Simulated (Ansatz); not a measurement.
`B[CH2][AlH2]` + `C[NH][AlH2]` → `C[N]([AlH2])[AlH2]` + `BC` at 500 K and 1 bar (ligand exchange at the Al–C bond).

Calculated with Ansatz (gas phase, PBE0-D4/def2-TZVP geometries, no zero-point term in ΔE). CCSD(T)/CBS adds triple-zeta CCSD(T) − MP2 to the extrapolated MP2 energy (def2 sets, frozen cores). This one scheme is used for every species.

| species | CCSD(T)/CBS energy (Eh) | H − E (kJ/mol) | S (J/(mol·K)) |
| --- | --- | --- | --- |
| `B[CH2][AlH2]` | -308.44554 | 196.5 | 362.7 |
| `C[NH][AlH2]` | -338.38977 | 213.6 | 341.5 |
| `C[N]([AlH2])[AlH2]` | -581.02164 | 236.0 | 423.6 |
| `BC` | -65.83255 | 172.2 | 281.8 |

H − E and S are ideal-gas, rigid-rotor, harmonic terms from PBE0-D4/def2-TZVP. 1 Eh = 2625.50 kJ/mol, R = 8.31446 J/(mol·K).

Question: By hand: ΔE, ΔH, ΔS and ΔG.

Answer: ΔE = (-581.02164) + (-65.83255) − (-308.44554) − (-338.38977) = -0.01888 Eh = -49.6 kJ/mol. Δ(H − E) = 236.0 + 172.2 − 196.5 − 213.6 = -1.9, so ΔH = -51.5 kJ/mol. ΔS = 423.6 + 281.8 − 362.7 − 341.5 = 1.2 J/(mol·K). ΔG = -51.5 − 500 × (1.2)/1000 = -52.1 kJ/mol.

Question: By hand: the equilibrium constant, and the temperature at which ΔG would vanish if ΔH and ΔS stayed fixed.

Answer: log₁₀ K = −ΔG/(RT ln 10) = 5.4. ΔH and −TΔS have one sign here, so there is no such temperature. One of them is within its doubt of zero, so this could turn.

The number of gas molecules stays the same, so ΔS is small and ΔH decides. A doubt of 5 kJ/mol in ΔE shifts log₁₀ K by 0.5 here. Modes under 60 cm⁻¹, often nearly free rotors, make the harmonic entropy too high. These are equilibria of isolated gas molecules and say nothing of rates. Largest T1 diagnostic: 0.012 (customary marks: 0.02 for closed shells, 0.045 for open ones).
